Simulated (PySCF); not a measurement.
Structure problem from calculated spectra and properties.

Formula: C6H5BF2O.

- Polarisability: 86.3 au [CAM-B3LYP/def2-SVPD]
- Rotational structure: rotational constants A, B, C: 2.271, 1.096, 0.739 GHz [PBE0-D3(BJ)/def2-SVP]
- Valence photoelectron: vertical ionisation energy: 8.86 eV [ΔSCF CAM-B3LYP/def2-SVPD]
- 1H NMR: chemical shifts (computed TMS as zero) by class: 8.16 (1 H), 7.93 (1 H), 7.17 (1 H), 7.08 (1 H), 6.97 (1 H) ppm [GIAO HF/pcSseg-1]
- 13C NMR: chemical shifts (computed TMS as zero) by class: 177.9 (1 C), 151.5 (1 C), 150.9 (1 C), 121.9 (1 C), 120.1 (1 C), 104.4 (1 C) ppm [GIAO HF/pcSseg-1]
- NMR, other nuclei: isotropic shieldings of nuclei other than C and H, by class: 88 (1 B), 230 (1 O), 311 (2 F) ppm [GIAO HF/pcSseg-1]
- UV, first state: lowest singlet excitation: 4.55 eV (272 nm, f = 0.080) [TDDFT CAM-B3LYP/def2-SVPD]
- Couplings: largest of the computed one-bond spin–spin couplings (means over like bonds): 13C–1H +171.4, 13C–1H +170.7, 13C–1H +168.7, 13C–1H +166.0, 19F–11B -127.4 (×2), 13C–11B +103.3, 17O–1H -82.2 Hz [B3LYP/pcJ-1, spin–dipole term left out for some pairs]

Electronic properties: PySCF, gas phase, density fitting. Levels stand in brackets. Isolated species at its PBE0-D3(BJ)/def2-SVP geometry (one conformer only). NMR classes are plain means over equivalent atoms (diastereotopic ones count apart unless rotation or inversion swaps them), as if these changed places fast.

Question: Propose a structure and show how it fits.

Answer: Numbering: `[OH:1][c:2]1[cH:3][cH:4][cH:5][cH:6][c:7]1[B:8]([F:9])[F:10]`. 6 carbons fall into 6 classes; from least to most shielded: aromatic carbon bearing oxygen [C2] (177.9 ppm), aromatic CH carbon [C4] (151.5 ppm), aromatic CH carbon [C6] (150.9 ppm), aromatic CH carbon [C5] (121.9 ppm), aromatic CH carbon [C3] (120.1 ppm), substituted aromatic carbon [C7] (104.4 ppm). Hydrogen classes from least to most shielded: 1 H on an aromatic CH carbon, C6 (8.16 ppm), 1 H on an aromatic CH carbon, C4 (7.93 ppm), 1 H on an aromatic CH carbon, C3 (7.17 ppm), 1 H on a phenol-type oxygen, O1 (7.08 ppm), 1 H on an aromatic CH carbon, C5 (6.97 ppm). The other shieldings belong to: 88 ppm, three-coordinate boron [B8]; 230 ppm, phenol-type oxygen [O1]; 311 ppm, boron-bound fluorine [F9/F10]. The couplings run between: +171.4 Hz, aromatic CH carbon [C5] and its hydrogen; +170.7 Hz, aromatic CH carbon [C3] and its hydrogen; +168.7 Hz, aromatic CH carbon [C6] and its hydrogen; +166.0 Hz, aromatic CH carbon [C4] and its hydrogen; -127.4 Hz, boron-bound fluorine [F9] and three-coordinate boron [B8] (with 1 like pair); +103.3 Hz, substituted aromatic carbon [C7] and three-coordinate boron [B8]; -82.2 Hz, phenol-type oxygen [O1] and its hydrogen. S1 is mainly HOMO→LUMO (weight 0.92); the largest Löwdin shares of the orbital it empties are 0.21 on an aromatic CH carbon, 0.18 on the phenol-type oxygen, 0.15 on the aromatic carbon bearing oxygen and 0.13 on an aromatic CH carbon, of the orbital it fills 0.17 on an aromatic CH carbon, 0.17 on the three-coordinate boron, 0.14 on the substituted aromatic carbon and 0.12 on an aromatic CH carbon. The optimised geometry has point group Cs and is an asymmetric top. Structure: `Oc1ccccc1B(F)F`. The assignments are read from this structure; whether some other isomer fits the data as well wasn't checked.

The values belong to the conformer `[OH:1][c:2]1[cH:3][cH:4][cH:5][cH:6][c:7]1[B:8]([F:9])[F:10]`: C6–C7–B8–F9 179°, H–O1–C2–C3 -179°.
